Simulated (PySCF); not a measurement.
# Electron correlation in S³⁺ (sulfur, charge +3)

[Ne] 3s2 3p1, 2P determinant. Computed with PySCF 2.14 in x2c-QZVPPall, with scalar relativity by spin-free X2C-1e. Frozen: [Ne]; 3 electrons correlated.

```
  level  correlation energy (mhartree)
   CCSD                         -72.38
    (T)                          -1.11
CCSD(T)                         -73.49
```

Diagnostics: T1 = 0.011, D1 = 0.0238, largest double amplitude 0.106.

Cost of the coupled-cluster step: about 6 core-seconds, for 3 correlated electrons.

Iterations:

```
CC2 = 0
CCSD nocc = (np.int64(2), np.int64(1)), nmo = (65, 65)
frozen orbitals [[0, 1, 2, 3, 4], [0, 1, 2, 3, 4]]
max_cycle = 100
direct = 0
conv_tol = 1e-08
conv_tol_normt = 1e-06
diis_space = 8
diis_start_cycle = 0
Init t2, MP2 energy = -0.0533596860520994
Init E_corr(UCCSD) = -0.0533596860532322
cycle = 1  E_corr(UCCSD) = -0.0651210161846153  dE = -0.0117613301  norm(t1,t2) = 0.0470005
cycle = 2  E_corr(UCCSD) = -0.0693394196014834  dE = -0.00421840342  norm(t1,t2) = 0.0200631
cycle = 3  E_corr(UCCSD) = -0.0723860053049673  dE = -0.0030465857  norm(t1,t2) = 0.0091694
cycle = 4  E_corr(UCCSD) = -0.0723640458503349  dE = 2.19594546e-05  norm(t1,t2) = 0.00101659
cycle = 5  E_corr(UCCSD) = -0.0723838903713994  dE = -1.98445211e-05  norm(t1,t2) = 0.000114297
cycle = 6  E_corr(UCCSD) = -0.0723771080151392  dE = 6.78235626e-06  norm(t1,t2) = 2.05884e-05
cycle = 7  E_corr(UCCSD) = -0.0723798109834761  dE = -2.70296834e-06  norm(t1,t2) = 6.66396e-06
cycle = 8  E_corr(UCCSD) = -0.0723791173188866  dE = 6.93664589e-07  norm(t1,t2) = 1.94786e-06
cycle = 9  E_corr(UCCSD) = -0.0723791067054666  dE = 1.06134201e-08  norm(t1,t2) = 1.58959e-07
cycle = 10  E_corr(UCCSD) = -0.0723791188349573  dE = -1.21294907e-08  norm(t1,t2) = 4.95712e-08
cycle = 11  E_corr(UCCSD) = -0.0723791166956355  dE = 2.13932179e-09  norm(t1,t2) = 2.51189e-08
UCCSD converged
E(UCCSD) = -396.2416885605852  E_corr = -0.07237911669563551
UCCSD(T) correction = -0.00111131058751789
```
